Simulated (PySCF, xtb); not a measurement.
C3H6BrF, SMILES C[C@H](F)CBr. Other conformers were not sampled.

Harmonic wavenumbers (cm⁻¹) from GFN2-xTB (xtb 6.7.1) at its own minimum, in rising order: 85, 176, 199, 309, 376, 449, 677, 848, 893, 943, 1046, 1086, 1138, 1184, 1229, 1298, 1308, 1404, 1433, 1468, 1487, 2912, 2999, 2999, 3040, 3055, 3055.

**Question.** What does PBE-D3(BJ)/def2-SVP in PySCF give at its own minimum? (The exact figures need the calculation; the answer reports its results.)

**Answer.** 104, 179, 237, 314, 376, 444, 678, 818, 858, 916, 1004, 1071, 1130, 1171, 1188, 1308, 1320, 1359, 1396, 1409, 1424, 2971, 2984, 3027, 3079, 3091, 3106. Paired by order, the mean absolute difference is 27 cm⁻¹ and the zero-point energies are 53.0 and 52.8 kcal/mol.
